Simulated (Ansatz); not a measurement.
A structure relaxed at PBE-D4/def2-SVP in Ansatz, charge 0, singlet:

Cartesian coordinates in Å:
```
Zr -2.8096 -0.6432 -0.9326
Zr -0.6261 1.0348 1.5520
Zr 1.8798 -1.1969 1.6307
Zr -1.5972 2.1703 -1.9406
Zr 0.2996 -2.3181 -1.0824
Zr 1.3302 0.7951 -1.0816
O -0.0876 2.4039 2.9133
O -2.4721 1.9602 1.8733
O 2.3661 -2.3572 3.1968
O 0.2721 -0.4482 2.8635
O 3.1142 1.5300 -1.4637
O 1.7644 1.0443 1.0958
O -2.3327 -0.4258 1.1254
O -0.3367 1.9523 -0.3146
O -3.0869 1.5729 -0.6082
O 0.4434 2.0179 -2.6666
O 3.8109 -0.6336 1.7199
O 0.9593 -3.0167 0.8305
O 0.2025 -0.5615 0.2380
O 2.3606 -1.1854 -0.6291
O -4.6422 -1.2115 -1.1842
O 0.8950 -3.8815 -2.0801
O -1.9276 0.3166 -2.5234
O -1.6507 -2.2385 -1.1778
O -2.2768 3.7178 -2.9140
O 0.5710 -0.7109 -2.4596
H 0.8317 2.5784 3.1749
H -2.3595 2.7908 2.3742
H 1.7252 -2.9155 3.6693
H 0.4078 -0.2518 3.8070
H 4.0020 1.4284 -1.0845
H 2.5198 1.5852 1.3913
H -3.0439 -0.0028 1.6538
H -3.0514 1.8836 0.3619
H 0.7526 1.9225 -3.5854
H 4.2797 -1.1207 2.4243
H 1.3448 -3.8935 0.9990
H 3.2762 -1.3507 -0.9189
H -5.3298 -1.8074 -1.5123
H 1.2180 -4.6243 -2.6057
H -2.6721 4.4917 -3.3355
H -0.3241 -0.4010 -2.7938
```

Give its formula.

Zr₆O₂₀H₁₆.

Summarise the bond lengths by kind (pairs closer than 1.2 times the sum of covalent radii, bridged metal pairs left out).

37 × O–Zr 1.94 to 2.43 Å; 16 × H–O 0.97 to 1.02 Å.

In the def2 sets Zr takes a core potential; there is no spin–orbit coupling. Single mean-field runs in def2-SVP are fitted with def2-universal-jkfit.
